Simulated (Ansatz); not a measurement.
System: Al2H4, charge 0, multiplicity 1. 
Geometry from a B3LYP-D3(BJ)/def2-TZVP (Ansatz, an electronic-structure program) optimisation:
```
Al
H 1 1.5905
H 1 1.5905 2 116.05
Al 1 2.5886 2 121.97 3 180.00
H 4 1.5905 1 121.97 2 -90.00
H 4 1.5905 5 116.05 1 180.00
```

Atomisation energy built up term by term with Ansatz (kcal/mol; UHF references for open shells; valence terms freeze the core; atomic spin-orbit terms are left out). CBS(X,Y): correlation extrapolated as X^-3; Hartree-Fock from the larger set.

```
term                                            basis  kcal/mol
-----------------------  ----------------------------  --------
Hartree-Fock                              cc-pV(Q+d)Z         ?
CCSD correlation         CBS(cc-pV(T+d)Z,cc-pV(Q+d)Z)         ?
(T)                      CBS(cc-pV(T+d)Z,cc-pV(Q+d)Z)      1.62
core correlation                            cc-pwCVTZ     -1.63
scalar relativity (X2C)    cc-pVTZ-DK against cc-pVTZ     -0.79
sum: De                                                       ?
```

Fill in the missing entries.


- Hartree-Fock, kcal/mol: 244.34
- CCSD correlation, kcal/mol: 69.86
- sum: De, kcal/mol: 313.4
